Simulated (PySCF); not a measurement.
Cr+: excitation energy

Cr+ [Ar] 3d5 (6S) → Cr+ [Ar] 3d4 4s1 (6D), as a difference of total energies. All numbers are calculated (PySCF 2.14, no relativity, point nucleus, in def2-QZVPPD (11s6p5d3f2g, 93 functions)). Correlated levels: valence and next inner shell: [Ne] frozen. The calculations carry no spin-orbit coupling.

| method | excitation energy (eV) |
| --- | --- |
| UHF | 0.994 |
| MP2 (valence and next inner shell) | 1.978 |
| SCS-MP2 (valence and next inner shell) | 1.546 |
| CCSD (valence and next inner shell) | 1.645 |
| CCSD(T) (valence and next inner shell) | 1.676 |

Q: How much does correlation contribute at CCSD(T) (valence and next inner shell)?

A: 1.676 − (0.994) = 0.682 eV, measured against UHF.

These non-relativistic numbers lack the scalar-relativistic shift.

Errors of the correlated levels include the incompleteness of this basis and the frozen core.

For comparison: 1.522 eV (measured; NIST levels, between the centres of gravity of the two terms).
